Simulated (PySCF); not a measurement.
# Mg: excitation energy

Mg [Ne] 3s2 (1S) → Mg [Ne] 3s1 3p1 (3P), as a difference of total energies. Calculation: PySCF 2.14, in aug-cc-pCVDZ (6s5p3d, 36 functions); no relativity, point nucleus. Correlated levels: valence: [Ne] frozen. The calculations carry no spin-orbit coupling.

```json
{"method": "UHF", "excitation energy (cm⁻¹)": "14518", "error (cm⁻¹)": "-7373"}
{"method": "MP2 (valence)", "excitation energy (cm⁻¹)": "18854", "error (cm⁻¹)": "-3037"}
{"method": "SCS-MP2 (valence)", "excitation energy (cm⁻¹)": "20102", "error (cm⁻¹)": "-1789"}
{"method": "CCSD (valence)", "excitation energy (cm⁻¹)": "20869", "error (cm⁻¹)": "-1022"}
```

Reference: 21891 cm⁻¹ (measured; NIST levels, between the centres of gravity of the two terms).

Errors of the correlated levels include the incompleteness of this basis and the frozen core.

With two correlated electrons CCSD is exact in that space.
